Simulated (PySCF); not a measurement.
EuBr from Hartree–Fock to correlated methods

State: nonet, about 7.0 electrons in the 4f shell (Mulliken). Set-up: PySCF, spin-free X2C with a Gaussian nucleus, basis sets Eu ANO-RCC-VTZP, Br ANO-RCC-VTZP. De refers to Eu (4f7 6s2) + Br in their high-spin ground configurations, without counterpoise correction. The functionals are run spin-unrestricted. A positive dipole means Eu(−)Br(+).

| Level | Re (Å) | ωe (cm⁻¹) | De (eV) | μ (D) | CPU s a point (SCF and correlation, without the integrals) |
| --- | --- | --- | --- | --- | --- |
| UHF | 2.827 | 183 | n/a | -5.67 | 15 |
| UHF-MP2 | 2.692 | 205 | n/a | n/a | 31 |
| UHF-SCS-MP2 | 2.724 | 200 | n/a | n/a | n/a |
| PBE | 2.706 | 195 | 4.06 | -5.11 | 13 |
| BLYP | 2.745 | 187 | 3.72 | -5.39 | 7.6 |
| r²SCAN | 2.710 | 198 | 4.42 | -5.32 | 14 |
| r²SCANh | 2.714 | 198 | 4.35 | -5.41 | 23 |
| PBE0 | 2.715 | 197 | 4.03 | -5.34 | 27 |
| ωB97X | 2.746 | 192 | 3.57 | -5.61 | 300 |

(1) What does a quarter of exact exchange do here, going from PBE to PBE0?

(2) What does the step from GGA to meta-GGA do here, going from PBE to r²SCAN?

(3) What does second-order correlation do here, going from UHF to UHF-MP2?

Correlated steps freeze 27 core orbitals. These are scalar-relativistic numbers at best; spin–orbit coupling would shift them, the dissociation energy most. The state is the lowest single determinant that the PBE0 search found; with open d or f shells the true ground state can be another one.

The whole job (state search and all levels along the bond) took about 50 min on 4 threads of Intel Xeon @ 2.50GHz (shared host), peak memory 12 GiB.

## Answers

(1) PBE0 less PBE: +0.9 pm in Re, +1.0 % in ωe, -0.03 eV in De. Exact exchange removes part of the self-interaction that spreads semilocal densities, and in most molecules shortens and stiffens the bond and lowers De; here Re goes the other way.

(2) r²SCAN less PBE: +0.4 pm in Re, +1.5 % in ωe, +0.36 eV in De. 

(3) UHF-MP2 less UHF: -13.5 pm in Re, +12.0 % in ωe. Correlation nearly always deepens the well. The bond shortens, as in weak, metallic or heavy-atom bonds, where dispersion and the correlation of outer-core electrons pull the atoms together.
